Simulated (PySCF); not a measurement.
## A ladder for the ionisation energy of Rh⁺

Rh⁺ [Kr] 4d8 (3F) → Rh²⁺ [Kr] 4d7 (4F). Scalar values calculated with PySCF 2.14 in x2c-TZVPPall with one added diffuse shell each of s, p, d, f type (spin-free X2C; valence: [Kr] frozen; valence and next inner shell: [Ar] 3d10 frozen). The spin-orbit shift comes from two-component X2C-1e calculations (generalised Hartree-Fock, GHF, and MP2 on its spinors, GMP2) in x2c-QZVPPall-2c: GMP2 gives 18.084 eV without and 18.033 eV with screened spin-orbit coupling, a shift of -0.052 eV (GHF: -0.050 eV). Sums use unrounded values; where a UHF row is shifted, it takes the GHF shift.

| method | scalar (eV) | plus spin-orbit shift (eV) | error (eV) |
| --- | --- | --- | --- |
| UHF | 16.152 | 16.102 | -1.978 |
| LDA | 18.858 | 18.806 | 0.726 |
| PBE | 18.477 | 18.426 | 0.346 |
| PBE0 | 18.179 | 18.127 | 0.047 |
| r2SCAN | 18.187 | 18.135 | 0.055 |
| BLYP | 18.462 | 18.411 | 0.331 |
| PW91 | 18.559 | 18.507 | 0.427 |
| r2SCAN0 | 18.014 | 17.962 | -0.118 |
| wB97X | 18.165 | 18.114 | 0.034 |
| MP2 (valence) | 17.868 | 17.816 | -0.264 |
| SCS-MP2 (valence) | 17.876 | 17.825 | -0.255 |
| MP2 (valence and next inner shell) | 18.035 | 17.983 | -0.097 |
| SCS-MP2 (valence and next inner shell) | 17.890 | 17.839 | -0.241 |
| CCSD (valence) | 17.671 | 17.619 | -0.461 |
| CCSD(T) (valence) | 17.769 | 17.717 | -0.363 |
| CCSD (valence and next inner shell) | 17.703 | 17.651 | -0.429 |
| CCSD(T) (valence and next inner shell) | 17.813 | 17.761 | -0.319 |

Reference: 18.08 eV (semi-empirical (NIST evaluation); NIST Atomic Spectra Database, ionization energies).

The errors of the correlated levels include the incompleteness of the basis and the frozen core, so a lower level can come closer by cancellation.

A first-order Landé estimate from the scalar orbitals gives -0.022 eV instead; single two-component determinants are not pure J levels in LS coupling, so the shift is uncertain by about that difference.
